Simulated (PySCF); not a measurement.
Run record: geometry optimisation, `[H][Ti]([H])[H]` [radical].

Method: PBE0-D3(BJ)/def2-SVP geometry optimisation, gas phase (PySCF 2.14.0). Start geometry: GFN2-xTB. The command runs a driver script over a list of jobs; the input below is this job's line of settings and its coordinates in Å.

Command:
```bash
OMP_NUM_THREADS=1 python probes_run.py task.json out
```

Input:
```
{"job": {"xc": "PBE0", "basis": "def2-SVP", "d3": "d3bj", "grid": 1, "maxiter": 40, "shake": 0.03, "kind": "geom"}, "charge": 0, "multiplicity": 2}
Ti     0.061100    -0.076600     0.012680
H      1.677570    -0.041560     0.006490
H     -0.883730     1.474910    -0.043520
H     -0.771660    -1.447190    -0.006120
```

Output:
```
step   0  E = -850.81293535  max force = 0.039551
step   1  E = -850.82002654  max force = 0.001340
step   2  E = -850.82006554  max force = 0.000539
step   3  E = -850.82008010  max force = 0.000330
optimisation converged
```

Energies in Eh; «max force» is the largest Cartesian gradient component in Eh/bohr.

Question: How much energy does the optimisation release, in eV?

Answer: E(step 0) − E(last step) = 0.007145 Eh, which is 0.194 eV.

Question: Give the first gradient maximum in eV/Å.

Answer: With 1 Eh/bohr = 51.422 eV/Å, 2.034 eV/Å.

Summary of the converged run: final energy -850.82008 Eh after 3 steps; dipole 0.31 D.

Question: Give the final coordinates.

Answer: 0.074 Å rms from the input after alignment:
```
atom  x, y, z in Å
Ti1    0.0212   -0.0247    0.0317
H2     1.7472   -0.0029    0.0003
H3    -0.8518    1.4611   -0.0493
H4    -0.8334   -1.5239   -0.0132
```

Question: How long does this job take on Arm Neoverse N1, one thread, no GPU, shared host? And the peak memory of the process?

Answer: About 11 s, with 0.23 GiB resident at the peak, the Python interpreter and its libraries included.
Labels such as C1 count atoms from 1, the log's own numbers from 0.
